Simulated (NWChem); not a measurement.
System: CaF cation; SMILES [F][Ca+]

Input file for NWChem:

```
start job
memory heap 200 mb stack 900 mb global 1100 mb
charge 1
geometry units angstroms noautosym nocenter noautoz
  Ca     0.000000     0.000000    -0.615813
  F      0.000000     0.000000     1.365099
end
basis spherical
  * library 6-31+g*
end
dft
  xc pbe0
  iterations 150
end
property
  response 1 0.0
end
task dft property
```

NWChem printed, in part:

```
             Northwest Computational Chemistry Package (NWChem) 7.3.0
             --------------------------------------------------------

                             Geometry "geometry" -> ""
                             -------------------------

 Output coordinates in angstroms (scale by  1.889725989 to convert to a.u.)

  No.       Tag          Charge          X              Y              Z
 ---- ---------------- ---------- -------------- -------------- --------------
    1 Ca                  20.0000     0.00000000     0.00000000    -0.61581300
    2 F                    9.0000     0.00000000     0.00000000     1.36509900

 Effective nuclear repulsion energy (a.u.)      48.0848744517

                              NWChem Property Module
                              ----------------------

                                 NWChem DFT Module
                                 -----------------

 Summary of "ao basis" -> "ao basis" (spherical)
 ------------------------------------------------------------------------------
       Tag                 Description            Shells   Functions and Types
 ---------------- ------------------------------  ------  ---------------------
 Ca                         6-31+g*                 12       26   6s5p1d
 F                          6-31+g*                  8       18   4s3p1d

            General Information
            -------------------
          SCF calculation type: DFT
          Wavefunction type:  closed shell.
          No. of atoms     :     2
          No. of electrons :    28
           Alpha electrons :    14
            Beta electrons :    14
          Charge           :     1
          Spin multiplicity:     1
          Use of symmetry is: off; symmetry adaption is: off
          Maximum number of iterations: 150
          AO basis - number of functions:    44
                     number of shells:    20
          Convergence on energy requested:  1.00D-06
          Convergence on density requested:  1.00D-05
          Convergence on gradient requested:  5.00D-04

              XC Information
              --------------
                         PBE0 Method XC Functional
                     Hartree-Fock (Exact) Exchange  0.250
          PerdewBurkeErnzerhof Exchange Functional  0.750
            Perdew 1991 LDA Correlation Functional  1.000 local
           PerdewBurkeErnz. Correlation Functional  1.000 non-local

             Grid Information
             ----------------
          Grid used for XC integration:  medium
          Radial quadrature: Mura-Knowles
          Angular quadrature: Lebedev.
          Tag              B.-S. Rad. Rad. Pts. Rad. Cut. Ang. Pts.
          ---              ---------- --------- --------- ---------
          Ca                  1.80      112          19.0       590
          F                   0.50       49          11.0       434
          Grid pruning is: on
          Number of quadrature shells:   161
          Spatial weights used:  Erf1

      Superposition of Atomic Density Guess
      -------------------------------------

 Sum of atomic energies:        -776.08619714

 Renormalizing density from      29.00 to     28

      Non-variational initial energy
      ------------------------------

 Total energy =    -758.757665
 1-e energy   =   -1120.954541
 2-e energy   =     314.112001
 HOMO         =      -1.115147
 LUMO         =      -0.419912

   convergence    iter        energy       DeltaE   RMS-Dens  Diis-err
 ---------------- ----- ----------------- --------- --------- ---------
 d= 0,ls=0.0,diis     1   -776.6765864290 -8.25D+02  6.80D-02  2.66D+00
 d= 0,ls=0.0,diis     2   -772.9048716639  3.77D+00  6.23D-02  2.87D+01
 d= 0,ls=0.0,diis     3   -776.9084800364 -4.00D+00  6.55D-03  6.48D-02
 d= 0,ls=0.0,diis     4   -776.9192470574 -1.08D-02  5.50D-04  1.49D-03
 d= 0,ls=0.0,diis     5   -776.9193598400 -1.13D-04  8.09D-05  6.97D-05
  Resetting Diis
 d= 0,ls=0.0,diis     6   -776.9193656887 -5.85D-06  2.05D-05  3.15D-06
 d= 0,ls=0.0,diis     7   -776.9193659693 -2.81D-07  4.63D-06  3.12D-08

         Total DFT energy =     -776.919365969254
      One electron energy =    -1156.805926713400
           Coulomb energy =      377.991455839144
    Exchange-Corr. energy =      -46.189769546737
 Nuclear repulsion energy =       48.084874451740

 Numeric. integr. density =       28.000006792082

                       DFT Final Molecular Orbital Analysis
                       ------------------------------------

 Vector   12  Occ=2.000000D+00  E=-5.056117D-01
              MO Center= -4.2D-11, -9.0D-12,  1.3D+00, r^2= 7.3D-01
   Bfn.  Coefficient  Atom+Function         Bfn.  Coefficient  Atom+Function
  ----- ------------  ---------------      ----- ------------  ---------------
    31      0.631598  2 F  pz                35      0.423498  2 F  pz
    10     -0.208223  1 Ca s                  9      0.131418  1 Ca pz
     6     -0.123447  1 Ca s                 24     -0.104798  1 Ca d  0
    13     -0.072755  1 Ca pz                14      0.071089  1 Ca s
    36      0.070347  2 F  s                 39      0.065072  2 F  pz

 Vector   13  Occ=2.000000D+00  E=-4.972205D-01
              MO Center= -9.2D-12,  8.9D-12,  1.3D+00, r^2= 6.4D-01
   Bfn.  Coefficient  Atom+Function         Bfn.  Coefficient  Atom+Function
  ----- ------------  ---------------      ----- ------------  ---------------
    30      0.474698  2 F  py                29     -0.412895  2 F  px
    34      0.316112  2 F  py                33     -0.274955  2 F  px
    38      0.085309  2 F  py                37     -0.074202  2 F  px
    23      0.068893  1 Ca d -1              25      0.059924  1 Ca d  1
    12      0.048478  1 Ca py                11     -0.042166  1 Ca px

 Vector   14  Occ=2.000000D+00  E=-4.972205D-01
              MO Center=  7.2D-12, -4.1D-13,  1.3D+00, r^2= 6.4D-01
   Bfn.  Coefficient  Atom+Function         Bfn.  Coefficient  Atom+Function
  ----- ------------  ---------------      ----- ------------  ---------------
    29      0.474698  2 F  px                30      0.412895  2 F  py
    33      0.316112  2 F  px                34      0.274955  2 F  py
    37      0.085309  2 F  px                38      0.074202  2 F  py
    25     -0.068893  1 Ca d  1              23      0.059924  1 Ca d -1
    11      0.048478  1 Ca px                12      0.042166  1 Ca py

 Vector   15  Occ=0.000000D+00  E=-2.857277D-01
              MO Center=  2.1D-09, -1.6D-09, -1.3D+00, r^2= 4.1D+00
   Bfn.  Coefficient  Atom+Function         Bfn.  Coefficient  Atom+Function
  ----- ------------  ---------------      ----- ------------  ---------------
    10      0.896238  1 Ca s                 13     -0.317627  1 Ca pz
     6      0.237270  1 Ca s                 14      0.116213  1 Ca s
     2     -0.114080  1 Ca s                 31      0.098687  2 F  pz
    35      0.079378  2 F  pz                32     -0.061293  2 F  s
     5     -0.050883  1 Ca pz                36     -0.049710  2 F  s

 Vector   16  Occ=0.000000D+00  E=-1.772232D-01
              MO Center=  6.6D-10,  5.2D-10, -9.4D-01, r^2= 6.9D+00
   Bfn.  Coefficient  Atom+Function         Bfn.  Coefficient  Atom+Function
  ----- ------------  ---------------      ----- ------------  ---------------
    11      0.575729  1 Ca px                12      0.481556  1 Ca py
    15      0.274527  1 Ca px                16      0.229622  1 Ca py
    25      0.139514  1 Ca d  1              23     -0.116694  1 Ca d -1
    37     -0.105559  2 F  px                38     -0.088292  2 F  py
     3      0.067336  1 Ca px                 4      0.056322  1 Ca py

 Vector   17  Occ=0.000000D+00  E=-1.772232D-01
              MO Center=  2.1D-08, -2.5D-08, -9.4D-01, r^2= 6.9D+00
   Bfn.  Coefficient  Atom+Function         Bfn.  Coefficient  Atom+Function
  ----- ------------  ---------------      ----- ------------  ---------------
    12      0.575729  1 Ca py                11     -0.481556  1 Ca px
    16      0.274527  1 Ca py                15     -0.229622  1 Ca px
    23     -0.139514  1 Ca d -1              25     -0.116694  1 Ca d  1
    38     -0.105559  2 F  py                37      0.088292  2 F  px
     4      0.067336  1 Ca py                 3     -0.056322  1 Ca px

     Multipole analysis of the density
     ---------------------------------

     L   x y z        total         alpha         beta         nuclear
     -   - - -        -----         -----         ----         -------
     0   0 0 0      1.000000    -14.000000    -14.000000     29.000000

     1   1 0 0     -0.000000     -0.000000     -0.000000      0.000000
     1   0 1 0     -0.000000     -0.000000     -0.000000      0.000000
     1   0 0 1     -4.075134     -2.008873     -2.008873     -0.057389

     2   2 0 0    -10.353969     -5.176984     -5.176984      0.000000
     2   1 1 0     -0.000000     -0.000000     -0.000000      0.000000
     2   1 0 1      0.000000      0.000000      0.000000      0.000000
     2   0 2 0    -10.353969     -5.176984     -5.176984      0.000000
     2   0 1 1      0.000000      0.000000      0.000000      0.000000
     2   0 0 2    -12.287671    -49.632204    -49.632204     86.976737

 *** CALLING NEW AORESP DRIVER FOR CLOSED AND OPEN SHELLS ***
 Entering AOResponse driver routine

[...]

 DFT Linear Response polarizability / au
 Frequency  =       0.0000000 / au
              X              Y              Z
 -----------------------------------------------
 X       8.3741982     -0.0000000      0.0000000
 Y      -0.0000000      8.3741982     -0.0000000
 Z       0.0000000     -0.0000000     16.2816013
 -----------------------------------------------
 Eigenvalues =       8.3741982      8.3741982     16.2816013
 Isotropic   =      11.0099992
 Anisotropic =       7.9074032
 -----------------------------------------------

 Magnetic Dipole Response Matrix (nonzero elements):

 Exiting AOResponse driver routine
```

Level: PBE0/6-31+G* (spherical d). The geometry was optimised at B3LYP/6-31G* (spherical d).
